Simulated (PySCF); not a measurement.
# F²⁺: ionisation energy

F²⁺ [He] 2s2 2p3 (4S) → F³⁺ [He] 2s2 2p2 (3P), as a difference of total energies. Computed with PySCF 2.14 in x2c-TZVPPall with one added diffuse shell each of s, p, d type (6s4p3d1f, 40 functions), with scalar relativity by spin-free X2C-1e. Correlated levels: valence and next inner shell: nothing frozen. The calculations carry no spin-orbit coupling.

```csv
method,ionisation energy (eV)
UHF,62.247
MP2 (valence and next inner shell),62.832
SCS-MP2 (valence and next inner shell),62.574
CCSD (valence and next inner shell),62.616
CCSD(T) (valence and next inner shell),62.616
```

Task: How much does correlation contribute at CCSD(T) (valence and next inner shell)?

Result: 62.616 − (62.247) = 0.369 eV, measured against UHF.

A first-order spin-orbit estimate (lowest level to lowest level, LS coupling) adds -0.055 eV.

Errors of the correlated levels include the incompleteness of this basis.

For comparison: 62.708 eV (semi-empirical (NIST evaluation); NIST Atomic Spectra Database, ionization energies).
